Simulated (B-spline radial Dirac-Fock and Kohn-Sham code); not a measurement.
The computed values come from a radial B-spline solver: the Dirac equation of a negative muon with reduced mass in the field of a spherical finite nucleus, with the Uehling potential to all orders; nuclear polarisation, deformation, hyperfine structure, self-energy, higher-order vacuum polarisation, relativistic recoil and electron screening are left out. The nuclear charge is a Fermi distribution (skin thickness 2.3 fm).

**Question.** A muonic atom of atomic mass 92.93 u emits these computed lines: 2p3/2 → 1s1/2 2131 keV, 3d5/2 → 2p3/2 510.5 keV, 4f7/2 → 3d5/2 178.3 keV, 5g9/2 → 4f7/2 82.29 keV. Which element is it, and what rms charge radius was used?

**Answer.** Krypton (Z = 36, nuclide ⁹³Kr); the high transitions hardly feel the nucleus and fix Z. The 2p → 1s line lies 661.0 keV below the value for a point nucleus without QED, which for this nuclear model gives a radius near 4.28 fm (4.2794 fm was used).
